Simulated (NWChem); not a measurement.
Total energies of tin monoxide (OSn)

```
Sn
O 1 1.8384
```
Charge 0, spin multiplicity 1.

The numbers come from NWChem runs, not from measurements. The geometry was optimised at PBE0/def2-SVP with def2 effective core potentials on Sn, a minimum by its harmonic frequencies.

Basis set: def2-SVP (40 functions).

```json
[
 {"method": "RHF", "total energy (Ha)": "-288.10268"},
 {"method": "MP2", "total energy (Ha)": "-288.41294"},
 {"method": "B2PLYP", "total energy (Ha)": "-289.11983"},
 {"method": "PBE", "total energy (Ha)": "-289.37629"},
 {"method": "B3LYP", "total energy (Ha)": "-289.51706"},
 {"method": "CAM-B3LYP", "total energy (Ha)": "-289.39748"},
 {"method": "CCSD(T)", "total energy (Ha)": "-288.42378"}
]
```

Total energies of different functionals aren't comparable as a measure of quality: only differences taken within one method are. 

Effective core potentials replace the inner electrons of Sn; spin-orbit coupling is left out. The correlated methods keep 5 core orbitals frozen. B3LYP has NWChem's definition, with VWN1-RPA local correlation. No row is a measurement; the coupled-cluster row has its own basis-set and correlation limits.
